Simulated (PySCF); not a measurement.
Input for PySCF: R-HF/STO-3G on CH4O (SMILES CO).

```python
from pyscf import gto, scf, dft, mp
from pyscf.data.elements import chemcore

mol = gto.M(
    atom='''
    C     0.29167233    0.51970435    3.35305969
    O    -0.39574492   -0.29124629    2.37567405
    H    -0.06456996    0.25449840    4.34706501
    H     0.03337453    1.54757219    3.11893309
    H     1.36879819    0.37989921    3.26513879
    H    -0.25452167   -1.22847190    2.55831469
    ''',
    basis='sto-3g',
    charge=0, spin=0, verbose=3, max_memory=1800)
mf = scf.RHF(mol)
mf.conv_tol = 1e-8
mf.max_cycle = 100
mf.kernel()
if not mf.converged:
    mf = mf.newton().run(mf.mo_coeff, mf.mo_occ)
```

Task: Give the final energy of this run.

Result: -113.5451 hartree.
